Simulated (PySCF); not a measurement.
UHF on Mg⁺ (magnesium, charge +1)

Configuration: [Ne] 3s1, 2S determinant. All numbers are calculated (PySCF 2.14, no relativity, point nucleus, in aug-cc-pVDZ (5s4p2d, 27 functions)).

| Property | Result |
| --- | --- |
| Total energy | -199.364918 hartree |
| One-electron energy | -275.6023 hartree |
| Hartree (Coulomb) energy | 92.0916 hartree |
| Exchange energy | -15.8542 hartree |
| Kinetic energy | 199.27197 hartree |
| ⟨S²⟩ | 0.7500 |
| ⟨L²⟩ | 0.000 |
| Sum of ⟨r⟩ | 8.616 bohr |
| Sum of ⟨r²⟩ | 14.16 bohr² |
| Density at the nucleus (Gaussians lack the cusp) | 1060 bohr⁻³ |
| Spin density at the nucleus | 1.55 bohr⁻³ |
| Langevin diamagnetic susceptibility | -11.2 ×10⁻⁶ cm³/mol |
| Time after the integrals | 0.04 s of wall time on 1 thread of Intel(R) Xeon(R) 6975P-C (shared host) |

```
shell  electrons  mean orbital energy (eV)  rms radius, mean of both spins (bohr)
 1s α          1                   -1343.5                                  0.152
 1s β          1                   -1343.3                                  0.152
 2s α          1                   -111.57                                  0.756
 2s β          1                   -111.17                                  0.756
 2p α          3                   -71.106                                  0.772
 2p β          3                   -70.959                                  0.772
 3s α          1                   -14.722                                   3.07
```
